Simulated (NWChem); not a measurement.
System: C₂H₃AlClF; SMILES [CH](=C)[Al]([Cl])[F]

NWChem printed, in part:

```
             Northwest Computational Chemistry Package (NWChem) 7.3.0
             --------------------------------------------------------

 CS  symmetry detected

                             Geometry "geometry" -> ""
                             -------------------------

 Output coordinates in angstroms (scale by  1.889725989 to convert to a.u.)

  No.       Tag          Charge          X              Y              Z
 ---- ---------------- ---------- -------------- -------------- --------------
    1 Al                  13.0000    -0.52541344     0.13584319     0.00000000
    2 F                    9.0000    -2.00191875     0.92435476     0.00000000
    3 Cl                  17.0000     1.20926738     1.33294410     0.00000000
    4 C                    6.0000    -0.37332740    -1.78959961     0.00000000
    5 C                    6.0000     0.84230473    -2.38196679     0.00000000
    6 H                    1.0000    -1.26734150    -2.44080137     0.00000000
    7 H                    1.0000     0.96566584    -3.48064855     0.00000000
    8 H                    1.0000     1.77790975    -1.79435561     0.00000000

 Effective nuclear repulsion energy (a.u.)     243.1508027024

      Symmetry information
      --------------------

 Group name             Cs
 Group number              2
 Group order               2
 No. of unique centers     8

  pbe96 is a nonlocal functional; adding pw91lda local functional.

                                 NWChem DFT Module
                                 -----------------

 Summary of "ao basis" -> "ao basis" (spherical)
 ------------------------------------------------------------------------------
       Tag                 Description            Shells   Functions and Types
 ---------------- ------------------------------  ------  ---------------------
 Al                       aug-cc-pvdz               11       27   5s4p2d
 F                        aug-cc-pvdz                9       23   4s3p2d
 Cl                       aug-cc-pvdz               11       27   5s4p2d
 C                        aug-cc-pvdz                9       23   4s3p2d
 H                        aug-cc-pvdz                5        9   3s2p

      Symmetry analysis of basis
      --------------------------

        a'        107
        a"         43

            General Information
            -------------------
          SCF calculation type: DFT
          Wavefunction type:  closed shell.
          No. of atoms     :     8
          No. of electrons :    54
           Alpha electrons :    27
            Beta electrons :    27
          Charge           :     0
          Spin multiplicity:     1
          Use of symmetry is: on ; symmetry adaption is: on
          Maximum number of iterations: 150
          AO basis - number of functions:   150
                     number of shells:    64
          Convergence on energy requested:  1.00D-06
          Convergence on density requested:  1.00D-05
          Convergence on gradient requested:  5.00D-04

              XC Information
              --------------
          PerdewBurkeErnzerhof Exchange Functional  1.000
            Perdew 1991 LDA Correlation Functional  1.000 local
           PerdewBurkeErnz. Correlation Functional  1.000 non-local

             Grid Information
             ----------------
          Grid used for XC integration:  medium
          Radial quadrature: Mura-Knowles
          Angular quadrature: Lebedev.
          Tag              B.-S. Rad. Rad. Pts. Rad. Cut. Ang. Pts.
          ---              ---------- --------- --------- ---------
          Al                  1.25       88          16.0       590
          F                   0.50       49          16.0       434
          Cl                  1.00       88          16.0       590
          C                   0.70       49          15.0       434
          H                   0.35       45          17.0       434
          Grid pruning is: on
          Number of quadrature shells:   458
          Spatial weights used:  Erf1

      Superposition of Atomic Density Guess
      -------------------------------------

 Sum of atomic energies:        -877.57157061

      Non-variational initial energy
      ------------------------------

 Total energy =    -879.022016
 1-e energy   =   -1696.590966
 2-e energy   =     574.418148
 HOMO         =      -0.356110
 LUMO         =      -0.043030

      Symmetry analysis of molecular orbitals - initial
      -------------------------------------------------

  Numbering of irreducible representations:

     1 a'          2 a"

  Orbital symmetries:

     1 a'          2 a'          3 a'          4 a'          5 a'
     6 a'          7 a'          8 a'          9 a"         10 a'
    11 a'         12 a'         13 a"         14 a'         15 a'
    16 a'         17 a'         18 a'         19 a'         20 a"
    21 a'         22 a'         23 a'         24 a"         25 a'
    26 a'         27 a"         28 a"         29 a'         30 a'
    31 a"         32 a'         33 a'         34 a'         35 a'
    36 a"         37 a'

     ---------------------------------------------
      Total Density - Mulliken Population Analysis
     ---------------------------------------------

    Atom       Charge   Shell Charges
 -----------   ------   -------------------------------------------------------
    1 Al  13    11.51   2.00  2.02  0.59  0.15 -0.03  6.01  0.52  0.04 -0.01  0.24 -0.02
    2 F    9     9.83   2.00  0.92  1.04  0.02  3.55  2.21  0.09  0.00  0.01
    3 Cl  17    17.51   2.00  2.01  0.95  0.95  0.05  6.00  3.18  2.28  0.08  0.01  0.01
    4 C    6     6.01   2.01  0.74  0.80 -0.11  1.97  0.54  0.14  0.04 -0.11
    5 C    6     5.35   2.01  0.74  0.62 -0.13  1.88  0.27  0.07  0.05 -0.16
    6 H    1     1.28   0.69  0.55  0.01  0.03  0.00
    7 H    1     1.23   0.69  0.55  0.01  0.03 -0.04
    8 H    1     1.27   0.69  0.57  0.02  0.03 -0.04

[...]
```

Level: PBE/aug-cc-pVDZ. Geometry: optimised at PBE-D3(BJ)/def2-SVP.

Question: Reconstruct the input file.

Answer: Several could match; the one computed here: the input that was run:
```
start job
memory heap 200 mb stack 900 mb global 1100 mb
geometry units angstroms noautoz
  Al    -0.529141     0.089475     0.000000
  F     -2.038927     0.812223     0.000000
  Cl     1.151159     1.361780     0.000000
  C     -0.292440    -1.827406     0.000000
  C      0.948091    -2.365684     0.000000
  H     -1.156920    -2.517333     0.000000
  H      1.119699    -3.457870     0.000000
  H      1.856921    -1.737455     0.000000
end
basis spherical
  Al library aug-cc-pvdz
  F library aug-cc-pvdz
  Cl library aug-cc-pvdz
  C library aug-cc-pvdz
  H library aug-cc-pvdz
end
dft
  xc xpbe96 cpbe96
  iterations 150
  mulliken
end
task dft energy
```
